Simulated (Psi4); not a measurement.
Computed with Psi4 1.11 with SAPT0/jun-cc-pVDZ, frozen core.

Psi4 input:

```
molecule {
0 1
C -0.06484150 0.01357458 -0.00867371
F 1.28351635 -0.26893254 0.17119152
H -0.55826512 0.00674764 0.96408058
H -0.50083234 -0.74852492 -0.65593944
H -0.15957739 0.99713524 -0.47065894
--
0 1
C 0.97389838 -1.57928855 3.34489066
F -0.29206787 -1.01634821 3.24165168
H 1.56731480 -1.27040178 2.48337438
H 0.87568199 -2.66550515 3.36288031
H 1.44031501 -1.22943717 4.26676720
units angstrom
symmetry c1
no_reorient
no_com
}
set basis jun-cc-pvdz
set scf_type df
set freeze_core true
energy('sapt0')
```

Part of the output:

```
    SAPT Results
  --------------------------------------------------------------------------------------------------------
    Electrostatics                 -4.50639123 [mEh]      -2.82780319 [kcal/mol]     -11.83152854 [kJ/mol]
      Elst10,r                     -4.50639123 [mEh]      -2.82780319 [kcal/mol]     -11.83152854 [kJ/mol]

    Exchange                        3.07234521 [mEh]       1.92792573 [kcal/mol]       8.06644124 [kJ/mol]
      Exch10                        3.07234521 [mEh]       1.92792573 [kcal/mol]       8.06644124 [kJ/mol]
      Exch10(S^2)                   3.06988961 [mEh]       1.92638481 [kcal/mol]       8.05999405 [kJ/mol]

    Induction                      -0.64777356 [mEh]      -0.40648405 [kcal/mol]      -1.70072925 [kJ/mol]
      Ind20,r                      -1.00559605 [mEh]      -0.63102105 [kcal/mol]      -2.64019208 [kJ/mol]
      Exch-Ind20,r                  0.58469193 [mEh]       0.36689973 [kcal/mol]       1.53510846 [kJ/mol]
      delta HF,r (2)               -0.22686944 [mEh]      -0.14236272 [kcal/mol]      -0.59564563 [kJ/mol]

    Dispersion                     -1.34136544 [mEh]      -0.84171952 [kcal/mol]      -3.52175447 [kJ/mol]
      Disp20                       -1.49644425 [mEh]      -0.93903294 [kcal/mol]      -3.92891384 [kJ/mol]
      Exch-Disp20                   0.15507881 [mEh]       0.09731342 [kcal/mol]       0.40715937 [kJ/mol]
      Disp20 (SS)                  -0.74822213 [mEh]      -0.46951647 [kcal/mol]      -1.96445692 [kJ/mol]
      Disp20 (OS)                  -0.74822213 [mEh]      -0.46951647 [kcal/mol]      -1.96445692 [kJ/mol]
      Exch-Disp20 (SS)              0.08049930 [mEh]       0.05051407 [kcal/mol]       0.21135088 [kJ/mol]
      Exch-Disp20 (OS)              0.07457952 [mEh]       0.04679935 [kcal/mol]       0.19580849 [kJ/mol]

  Total HF                         -2.08181958 [mEh]      -1.30636151 [kcal/mol]      -5.46581656 [kJ/mol]
  Total SAPT0                      -3.42318502 [mEh]      -2.14808103 [kcal/mol]      -8.98757103 [kJ/mol]
```
